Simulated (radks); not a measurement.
Gd II, configuration [Xe] 4f7 6s1 6p1 (not the ground configuration). Method: scalar-relativistic Kohn-Sham, RPBE, spin-polarised, spherical densities, point nucleus; open shells are filled with parallel spins first (spin-orbit coupling, left out, can overturn this in heavy ions); computed with a radial shooting solver on a logarithmic mesh with Libxc functionals.

Radial electron density D(r) = 4 pi r^2 rho(r):

r (bohr)  D(r) (e/bohr)  spin D(r)
0.00125           5.941   0.000356
0.001708          9.721   0.000579
0.002333          15.57   0.000919
0.003162          23.95    0.00139
0.00432           35.81    0.00204
0.005901          50.75    0.00277
0.007998          66.49    0.00341
0.01093           79.89    0.00365
0.01493           85.46    0.00321
0.02039           81.46    0.00243
0.02764           75.57    0.00289
0.03776           81.78    0.00626
0.05158           102.7    0.00942
0.07047           113.2    0.00401
0.09551           96.46    0.00810
0.1305            85.50      0.138
0.1782            99.54      0.675
0.2435            81.93       2.11
0.33              45.18       4.76
0.4509            47.09       7.69
0.616             44.34       8.30
0.8348            23.05       6.45
1.14              12.72       3.66
1.558             7.649       1.26
2.129             2.710      0.408
2.885            0.9768      0.601
3.941            0.6528      0.630
5.384            0.2446      0.244
7.355           0.03895     0.0390
9.968          0.002148    0.00215

D(r) has 4 maxima, at r = 0.0152, 0.0677, 0.189, 0.517 bohr, and minima at 0.0290, 0.123, 0.372 bohr, inside which lie 1.94, 11.11, 29.37 electrons.
